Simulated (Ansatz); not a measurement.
Reaction (ligand exchange at a Ge–C bond): `[NH2][GeH2][CH2][SiH3]` + HCl → `[NH2][GeH2][Cl]` + `C[SiH3]`

Computed with Ansatz on PBE0-D4/def2-TZVP structures; ΔE is electronic, products minus reactants. CCSD(T)/CBS is the MP2 limit (def2-TZVPP, def2-QZVPP) plus CCSD(T) − MP2 in def2-TZVPP, frozen cores. This one scheme is used for every species. Functionals use def2-TZVPP. For Ge outer-core shells are correlated without core-valence functions, which leaves a few kJ/mol of doubt a bond. Scalar relativity is left out up to krypton. Each species was taken in one conformer, which may not be the lowest.

`[NH2][GeH2][CH2][SiH3]`:

Z-matrix (Å, degrees):
```
Ge
C 1 1.952
N 1 1.845 2 106.7
H 1 1.550 2 110.3 3 124.1
H 1 1.539 2 111.1 3 -114.7
Si 2 1.873 1 113.0 3 36.8
H 2 1.094 1 108.2 3 158.4
H 2 1.094 1 109.3 3 -85.5
H 3 1.011 1 114.7 2 69.9
H 3 1.010 1 114.3 2 -164.2
H 6 1.491 2 109.9 1 167.8
H 6 1.485 2 111.0 1 -73.0
H 6 1.487 2 110.8 1 48.6
```

HCl:

Z-matrix (Å, degrees):
```
Cl
H 1 1.279
```

`[NH2][GeH2][Cl]`:

```xyz
7

N     0.524    0.690   -0.825
Ge   -0.486   -0.427    0.193
Cl    0.269   -0.632    2.223
H     1.472    0.378   -0.988
H     0.542    1.651   -0.514
H    -0.431   -1.829   -0.416
H    -1.889    0.168    0.327
```

`C[SiH3]`:

Z-matrix (Å, degrees):
```
C
Si 1 1.871
H 1 1.092 2 110.8
H 1 1.092 2 110.8 3 -120.0
H 1 1.092 2 110.8 3 120.0
H 2 1.488 1 110.7 3 -179.9
H 2 1.488 1 110.7 3 -59.9
H 2 1.488 1 110.7 3 60.1
```

(1) Is it downhill or uphill in electronic energy at CCSD(T)/CBS, and by how much? (An estimate is asked.)

(2) What do these levels give: ωB97M-V, B2PLYP, PBE0, MP2/def2-TZVPP, CCSD(T)/def2-TZVPP, HF/def2-QZVPP? (Estimate.)

Largest T1 diagnostic among the species: 0.011.

Results:

(1) The calculation gave: Downhill: ΔE = -0.94 eV.

(2) Computed: ωB97M-V -1.01, B2PLYP -1.07, PBE0 -1.07, MP2/def2-TZVPP -0.94, CCSD(T)/def2-TZVPP -0.93, HF/def2-QZVPP -1.23 eV.

In def2-TZVPP, CCSD(T) changes the Hartree–Fock value by +0.30 eV (the triples alone add +0.02 eV) and MP2 by +0.29 eV. The D4 term adds +0.10 eV with B3LYP and +0.06 eV with PBE0; it sums over pairs of atoms, weighted by their polarisabilities, and B3LYP, whose exchange is more repulsive, gets the larger term.

B3LYP here is the variant with VWN-RPA as its local correlation; programs differ in this.
